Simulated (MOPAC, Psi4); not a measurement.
Approach curve of the dimer COS ··· Na+ (SMILES O=C=S and [Na+]) (charge +1). Monomers: optimised at B3LYP-D3(BJ) (def2-TZVP), held rigid. Orientation: lowest of the rigid-body minima from ten starts at GFN2-xTB (searched outside a hard wall at short contacts). R is the distance of the centres of mass, along which the second monomer moves. The shortest distances reach bonding range, where SAPT0 and rigid monomers are unreliable. The table gives interaction energies.

```
R / Å       A       B       C
-----  ------  ------  ------
3.80   -53.32   -3.50  -60.34
3.99   -62.75  -30.99  -62.03
4.19   -57.53  -38.64  -56.43
4.49   -44.51  -34.39  -45.18
4.78   -34.16  -26.35  -35.64
5.30   -22.39  -15.35  -23.78
5.99   -14.34   -8.15  -15.06
7.03    -8.25   -3.81   -8.73
8.28    -4.10   -1.75   -5.25
```

Energies in kJ/mol.

Question: Which curve belongs to which method? The methods are MOPAC with AM1, restricted, heats of formation; PM7, restricted, heats of formation (MOPAC); wB97X-V/def2-TZVP, counterpoise-corrected in Psi4 1.11.

Answer: A is PM7; B is AM1; C is wB97X-V/def2-TZVP.
